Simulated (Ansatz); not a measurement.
One change: `[SiH3]C1[SiH2]S1` becomes `C1[SiH2]S1`.

Ansatz, PBE0-D4/def2-TZVP geometries, multiplicity 1. 

```
                                          property  `[SiH3]C1[SiH2]S1`
             LUMO energy (ωB97M-V/def2-TZVPP) / eV                1.15
    size of the dipole moment (PBE/def2-TZVPP) / D                1.59
size of the dipole moment (ωB97M-V/def2-TZVPP) / D                1.77
             HOMO energy (ωB97M-V/def2-TZVPP) / eV               -9.17
                 HOMO energy (PBE/def2-TZVPP) / eV               -5.84
               LUMO energy (B3LYP/def2-TZVPP) / eV               -0.77
```

**Question.** What does the change do to each property? (Best estimate.)

**Answer.** Computed: 
```
                                          property  `C1[SiH2]S1`  shift
             LUMO energy (ωB97M-V/def2-TZVPP) / eV          1.36   0.21
    size of the dipole moment (PBE/def2-TZVPP) / D          1.62   0.03
size of the dipole moment (ωB97M-V/def2-TZVPP) / D          1.77   0.00
             HOMO energy (ωB97M-V/def2-TZVPP) / eV         -9.16   0.01
                 HOMO energy (PBE/def2-TZVPP) / eV         -5.79   0.05
               LUMO energy (B3LYP/def2-TZVPP) / eV         -0.60   0.17
```

The zero-point energy changes by -40.0 kJ/mol with -9 modes. Dipoles are sizes alone; their direction can turn.

B3LYP here is the variant with VWN-RPA as its local correlation; programs differ in this.
